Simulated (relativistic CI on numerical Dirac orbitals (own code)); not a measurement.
# Hyperfine structure of K VI, mass number 41

Calculated at this level of theory: Dirac-Coulomb-Breit CI, separate exchange-only KLI orbitals for each configuration, QED by a radiative potential, valence Slater integrals scaled by 0.85, P86 correlation energy added to each configuration (own radial code, finite nucleus).

Configuration list (outside the closed core [Ne]): 3s2 3p2, 3s 3p3, 3s2 3p 3d, 3p4, 3s 3p2 3d, 3s2 3p 4s, 3p3 3d, 3s2 3p 4p, 3s 3p 3d2, 3s2 3p 4d, 3s2 3p 4f, 3s 3p2 4s, 3s2 3p 5s, 3s2 3p 5p, 3s2 3d2, 3s 3d3, 3p2 3d2, 3p 3d3, 3p 3d2 4s, 3p 3d2 4p, 3p 3d2 4d. Double excitations out of closed p, d and f shells are left out; levels of such configurations are missing from the list, as are those of other unlisted configurations, and high levels can miss mixing partners. These lack a partner that the ground configuration has and come out too high: 3s 3p2 4s, 3s2 3p 4f, 3s2 3p 5s, 3s2 3p 5p.

Nuclear spin I = 3/2, μ = 0.21487 μN, Q = 0.0734 b (tables of Stone and Pyykkö). The electronic factors are computed for point nuclear moments, without core polarisation or the Bohr-Weisskopf and QED corrections.

| Level | E (cm⁻¹) | A (MHz) | B (MHz) |
| --- | --- | --- | --- |
| 3s2 3p2 3P_1 | 1130.1 | 17.79 | 68.9 |
| 3s2 3p2 3P_2 | 2906.6 | 202.1 | -137 |
| 3s2 3p2 1D_2 | 18622.3 | 264.5 | 272 |
| 3s 3p3 5S°_2 | 104405.8 | 747.8 | -0.0482 |
| 3s 3p3 3D°_1 | 144006.3 | -465.2 | 12.1 |
| 3s 3p3 3D°_2 | 144052.5 | 372.7 | 27.2 |
| 3s 3p3 3D°_3 | 144256.1 | 647.3 | -15.3 |
| 3s 3p3 3P°_1 | 164584.1 | 918.9 | -19.1 |

Levels with J = 0, under 50 % of one LS term, or S terms without an open s electron are left out. Small factors come from cancelling terms and can be off by tens of per cent or more.

At this charge configurations can still be misplaced by up to about 7 % of their energy. 25 of the 25 excited levels that our extract of the measured tables holds in this range could be paired (the sources list more); they are missed by 4243 cm⁻¹ on average and 17467 at most, and levels without a partner can miss by more.

(1) Give the hyperfine levels of 3s2 3p2 3P_2 relative to its centre of gravity.

Answers

(1) With K = F(F + 1) − I(I + 1) − J(J + 1), E = AK/2 + B[¾K(K + 1) − I(I + 1)J(J + 1)]/[2I(2I − 1)J(2J − 1)]: F = 1/2: -1030, F = 3/2: -606.4, F = 5/2: -15.39, F = 7/2: 572.1 MHz.

LS names give the leading component of a level, which can be under half, so a name can repeat, a term be missing and a line seem to break the LS rules.
